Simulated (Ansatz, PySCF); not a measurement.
CH6AlNO2. Atoms are numbered in the order given.

```xyz
11

Al     0.0116     0.5294     0.0000
N      0.7297    -1.0894     0.0000
C      0.0141    -2.3549     0.0000
H      1.7375    -1.2166     0.0000
H      0.2369    -2.9736    -0.8910
H      0.2369    -2.9736     0.8910
H     -1.0713    -2.1706     0.0000
O     -1.6885     0.6155     0.0000
H     -2.1844     1.4379     0.0000
O      0.9171     1.9726     0.0000
H      1.8722     2.0644     0.0000
```
Charge 0, spin multiplicity 1.

Coordinates come from a B3LYP-D3(BJ)/def2-SVP optimisation. The structure was generated by enumeration; whether it is a known compound was not checked. The values are those of a single conformer.

Vertical ionisation energy (IE) and electron affinity (EA) in eV. Rows of orbital energies are one-electron estimates. Where ΔSCF, EOM or ADC give a negative EA the extra electron is unbound and the value depends on the basis.

```json
[
 {"level": "−ε(HOMO), −ε(LUMO), CAM-B3LYP/def2-TZVP (PySCF)", "IE": "8.04", "EA": "-0.68"},
 {"level": "−ε(HOMO), −ε(LUMO), PBE/def2-TZVP (PySCF)", "IE": "5.25", "EA": "1.00"},
 {"level": "ΔSCF, CAM-B3LYP/def2-SVPD (Ansatz), final states of multiplicity 2 and 2", "IE": "9.06", "EA": "-0.62"},
 {"level": "ΔSCF, PBE/def2-SVPD (Ansatz), final states of multiplicity 2 and 2", "IE": "8.75", "EA": "-0.39"}
]
```

Q: What vertical singlet–triplet gap does ΔSCF give with CAM-B3LYP/def2-SVPD (Ansatz, an electronic-structure program) and with PBE/def2-SVPD (Ansatz)? (Estimate from the structure and the level; the computed values follow.)

A: 5.04 and 4.57 eV (triplet above singlet where positive).
